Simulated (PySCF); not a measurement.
Calculation: B3LYP-D3(BJ)/def2-TZVP // B3LYP-D3(BJ)/def2-SVP (PySCF 2.14.0). Isolated molecules, 0 K electronic values unless said otherwise. One relaxed conformer stands for a flexible species; it need not be the lowest. B3LYP has the VWN-RPA correlation part, as in Gaussian. Delta-SCF ions had no search for a lower state. 

Reference species (SMILES): `C[O][Ge]([CH3])([CH3])[CH3]` (C–O–Ge–C torsion 60°) (neutral, multiplicity 1).

vertical ionisation energy (Delta-SCF): 9.11 eV
HOMO: -6.99 eV

Changed species: `[CH3][Ge]([CH3])([CH3])[CH3]` (0 of 4 CH3 replaced by OCH3; the reference has 1 of 4 CH3 replaced by OCH3).

Problem. What does the change do to the vertical ionisation energy (Delta-SCF) and HOMO?

Solution. the vertical ionisation energy (Delta-SCF) rises by 0.73 eV, to 9.84 eV; the HOMO drops by 0.86 eV, to -7.85 eV.
